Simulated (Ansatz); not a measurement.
Compare A (`[SiH2]O[SiH2]Cl`•) with its isomer B (`[SiH3]O[SiH]Cl`•).

Program: Ansatz. Geometries: PBE0-D4/def2-TZVP. ΔE: electronic, gas phase. CCSD(T)/CBS is the MP2 limit (def2-TZVPP, def2-QZVPP) plus CCSD(T) − MP2 in def2-TZVPP, frozen cores. Functionals use def2-TZVPP. B3LYP here is the variant with VWN-RPA as its local correlation; programs differ in this. Open shells (•) are unrestricted, without spin–orbit coupling. One conformer a species, not always the lowest.

A:

Z-matrix (Å, degrees):
```
Si
O 1 1.623
Cl 1 2.051 2 110.2
H 1 1.478 2 110.1 3 -118.3
H 1 1.476 2 108.7 3 118.2
Si 2 1.646 1 146.5 3 31.8
H 6 1.491 2 109.7 1 -56.2
H 6 1.489 2 107.1 1 -176.6
```

B:

```xyz
8

Si    1.186   -0.619   -0.083
O    -0.025    0.268    0.596
Si   -1.624    0.559    0.582
Cl   -2.336    0.476   -1.353
H     1.468   -0.116   -1.449
H     2.383   -0.465    0.775
H     0.789   -2.049   -0.149
H    -1.841    1.946    1.082
```

Task: Which isomer does CCSD(T)/CBS put lower? Give the gap. (An estimate is asked.)

Result: Ansatz gave: A, by 0.1 kcal/mol. So small a gap doesn't settle the order.

Task: Give E(B) − E(A) in kcal/mol with B3LYP-D4, CCSD(T)/def2-TZVPP, r2SCAN-D4, B2PLYP, CCSD/def2-TZVPP, LDA (SPW92), BLYP-D4. (Estimate.)

Result: Computed: B3LYP-D4 -0.6, CCSD(T)/def2-TZVPP 0.2, r2SCAN-D4 -0.5, B2PLYP -0.3, CCSD/def2-TZVPP 0.3, LDA (SPW92) -0.8, BLYP-D4 -1.1. The order is the other way round with B3LYP-D4, r2SCAN-D4, B2PLYP, LDA (SPW92), BLYP-D4.

Task: Does the order hold for the free energy at 298.15 K (harmonic terms from PBE0-D4)? (Estimate.)

Result: Ansatz gave: Too close to call: G(B) − G(A) = +0.1 kcal/mol, for one conformer each. Modes under 60 cm⁻¹, often nearly free rotors, make the harmonic entropy too high.

Largest T1 diagnostic: 0.013.

Leaving LDA and LC-ωPBE aside and taking each functional with its dispersion term where it has one, the values, not all of them listed here, spread over 1.2 kcal/mol, from BLYP-D4 to PBE-QIDH. From BLYP to BHLYP (50 % exact exchange), in def2-TZVPP and without D4, E(B) − E(A) moves by +1.1 kcal/mol.
